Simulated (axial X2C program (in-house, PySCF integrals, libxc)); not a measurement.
# Worked dissociation energy of InS: PBE0, scalar-relativistic

Calculated with an in-house all-electron X2C program for linear molecules (integrals from PySCF). Spin-free means the one-electron spin-free X2C Hamiltonian. Basis: In dyall-cv3z [11s12p9d4f1g], S dyall-av3z [9s8p3d2f] (cores contracted in-house); Gaussian nuclei, density fitting, unrestricted open shells. Masses: In 114.904 u, S 31.972 u.

Molecular state: M_S = 1/2, Λ = 0 (beyond evenly filled blocks: σα).

```
E(In) (2M_S = 1, M_L = 0) : -5880.662196 hartree
E(S) (2M_S = 2, M_L = 0)  : -399.078167 hartree
E(InS) at Re              : -6279.859416 hartree
ωe                        : 374.3 cm⁻¹
ωexe                      : 2.01 cm⁻¹
```

Task: Work out De and D0.

Result: De = -5880.662196 + (-399.078167) − (-6279.859416) = 0.11905 hartree = 3.240 eV. The zero-point energy is ωe/2 − ωexe/4 = 187 cm⁻¹ = 0.023 eV, so D0 = 3.216 eV.

The state is one determinant whose occupation by symmetry is held fixed; it was picked as the lowest of a PBE0 search that is not exhaustive. De is counted from the lowest determinant-based energies of the atoms at the same level, without counterpoise correction. PBE0 can misorder states that lie within some tenths of an eV, so this need not be the ground state of the molecule. The nearest other spin-free determinant of the search, M_S = 1/2, Λ = 1, lies 0.38 eV up at the distance of the search. Spin-free De lacks the spin–orbit lowering of the heavy p-block atom, a tenth of an eV or more for 4p and 5p, up to an eV for 6p and one to two eV for 7p atoms, less what an open-shell molecule gains itself.

Each atomic determinant is the lowest at this level and need not be a pure term. Totals compare only within one Hamiltonian and basis.
